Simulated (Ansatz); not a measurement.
Computed with Ansatz on PBE0-D4/def2-TZVP structures; ΔE is electronic, products minus reactants. CCSD(T)/CBS is the MP2 limit (def2-TZVPP, def2-QZVPP) plus CCSD(T) − MP2 in def2-TZVPP, frozen cores. Functionals use def2-TZVPP. B3LYP here is the variant with VWN-RPA as its local correlation; programs differ in this. One conformer a species, not always the lowest.

`CC=C=CN` + `CN[SiH2]N` → `CN[SiH2]NC` + `C=C=CN`  (substitution at a C–C bond)

`CC=C=CN`:

```xyz
12

C    -1.817    0.237   -1.097
C    -1.170    0.033    0.238
C     0.102    0.169    0.489
C     1.366    0.312    0.792
N     2.331   -0.701    0.842
H    -2.325   -0.674   -1.427
H    -2.578    1.022   -1.042
H    -1.084    0.520   -1.853
H    -1.836   -0.252    1.055
H     1.728    1.288    1.107
H     3.239   -0.404    0.519
H     2.045   -1.550    0.378
```

`CN[SiH2]N`:

Z-matrix (Å, degrees):
```
C
N 1 1.444
H 1 1.095 2 111.3
H 1 1.093 2 109.4 3 -118.3
H 1 1.098 2 113.5 3 121.9
Si 2 1.710 1 125.5 3 142.8
H 2 1.008 1 114.0 3 -57.0
N 6 1.711 2 108.2 1 -154.0
H 6 1.494 2 103.6 1 -28.6
H 6 1.495 2 117.4 1 89.6
H 8 1.006 6 121.8 2 61.0
H 8 1.006 6 120.4 2 -147.6
```

`CN[SiH2]NC`:

```xyz
15

C    -1.292   -1.552   -1.340
N    -0.418   -1.112   -0.277
Si   -0.694    0.221    0.759
N     0.807    0.904    1.207
C     1.795    1.421    0.288
H    -0.722   -1.870   -2.219
H    -1.930   -0.721   -1.650
H    -1.951   -2.379   -1.049
H     0.252   -1.806    0.015
H    -1.613    1.086   -0.042
H    -1.346   -0.056    2.075
H     0.914    1.222    2.156
H     1.658    0.952   -0.689
H     2.812    1.185    0.618
H     1.728    2.507    0.147
```

`C=C=CN`:

```xyz
9

C    -1.173   -1.405    0.426
C    -0.558   -0.318    0.060
C     0.040    0.796   -0.270
N     1.384    1.118   -0.053
H    -1.311   -2.242   -0.256
H    -1.578   -1.523    1.429
H    -0.553    1.599   -0.701
H     1.791    1.655   -0.804
H     1.958    0.319    0.169
```

```json
{"level": "PBE-D4", "ΔE (kJ/mol)": "46.3", "difference from CCSD(T)/CBS": "-2.6"}
{"level": "PBE0-D4", "ΔE (kJ/mol)": "47.1", "difference from CCSD(T)/CBS": "-1.8"}
{"level": "ωB97X-V", "ΔE (kJ/mol)": "45.0", "difference from CCSD(T)/CBS": "-3.9"}
{"level": "ωB97M-V", "ΔE (kJ/mol)": "46.3", "difference from CCSD(T)/CBS": "-2.6"}
{"level": "B2PLYP", "ΔE (kJ/mol)": "48.1", "difference from CCSD(T)/CBS": "-0.8"}
{"level": "PBE", "ΔE (kJ/mol)": "48.0", "difference from CCSD(T)/CBS": "-0.9"}
{"level": "B3LYP", "ΔE (kJ/mol)": "46.7", "difference from CCSD(T)/CBS": "-2.2"}
{"level": "SCS-MP2/def2-TZVPP", "ΔE (kJ/mol)": "48.6", "difference from CCSD(T)/CBS": "-0.3"}
{"level": "HF/def2-QZVPP", "ΔE (kJ/mol)": "45.7", "difference from CCSD(T)/CBS": "-3.2"}
{"level": "MP2/def2-QZVPP", "ΔE (kJ/mol)": "52.7", "difference from CCSD(T)/CBS": "3.8"}
{"level": "CCSD(T)/CBS", "ΔE (kJ/mol)": "48.9", "difference from CCSD(T)/CBS": "0"}
```

Largest T1 diagnostic among the species: 0.012.
